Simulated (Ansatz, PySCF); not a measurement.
Reaction 2 R1 → P1 + P2, each structure at its B3LYP-D3(BJ)/def2-TZVP stationary point, reached from a drawn start (curvature not checked).
P1, BCl3 (SMILES ClB(Cl)Cl) (charge 0, multiplicity 1):
```xyz
4

B      0.000     0.000     0.000
Cl     1.745     0.000     0.000
Cl    -0.873     1.511     0.000
Cl    -0.873    -1.511     0.000
```
R1: BCl2 (SMILES Cl[B]Cl), charge 0, multiplicity 2.
P2, BCl (SMILES [B]Cl) (charge 0, multiplicity 1):
| atom | x (Å) | y (Å) | z (Å) |
|---|---|---|---|
| B | -0.8608 | 0.0000 | 0.0000 |
| Cl | 0.8608 | 0.0000 | 0.0000 |

P less R. No zero-point or thermal terms; singlets are restricted closed shells; open shells are unrestricted.

Frozen-core correlation throughout.

Run with Ansatz (a first-principles code); PySCF for the D3/D4 terms. Each number belongs to the level named beside it.

The comparison value is -1.739 eV (CCSD(T)/cc-pV(Q+d)Z). It is a level with limits of its own, not the exact answer.

Task: Order these levels by how close they come to the comparison value for the reaction energy, closest first: B97M-V/def2-TZVPP, BLYP-D3(BJ)/def2-TZVPP, r2SCAN-D4/def2-TZVPP, PBE-D3(BJ)/def2-TZVPP, revPBE-D4/def2-TZVPP. Give each level's value less the comparison value.

Result: B97M-V/def2-TZVPP (0.154 eV), BLYP-D3(BJ)/def2-TZVPP (0.333 eV), revPBE-D4/def2-TZVPP (0.444 eV), PBE-D3(BJ)/def2-TZVPP (0.458 eV), r2SCAN-D4/def2-TZVPP (0.675 eV)
